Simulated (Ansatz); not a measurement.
BFHO, SMILES [OH+]=BF, charge +1.

The structure is a stationary point at B3LYP-D3(BJ)/def2-TZVP. A frequency run showed that this geometry is not a minimum. The isomer is the one that the SMILES or the coordinates give; other isomers of the formula were not compared.

Two levels are set side by side: PBE/def2-TZVPD (Ansatz, a first-principles code) and PBE0/def2-TZVPD (Ansatz). Energy differences of separate SCF runs at the same geometry; the states with an electron removed or added have multiplicity 2 and 2. Differences are taken from unrounded values.

```
quantity                            PBE0
---------------------------------  -----
vertical ionisation energy (eV)    22.93
vertical electron affinity (eV)     5.22
vertical singlet–triplet gap (eV)  10.04
```

**Question.** What does PBE give, and how far is it from PBE0? (The exact figures need the calculation; the answer reports its results.)

**Answer.** 
| quantity | PBE | PBE minus PBE0 |
|---|---|---|
| vertical ionisation energy (eV) | 22.69 | -0.25 |
| vertical electron affinity (eV) | 5.39 | 0.17 |
| vertical singlet–triplet gap (eV) | 9.67 | -0.37 |
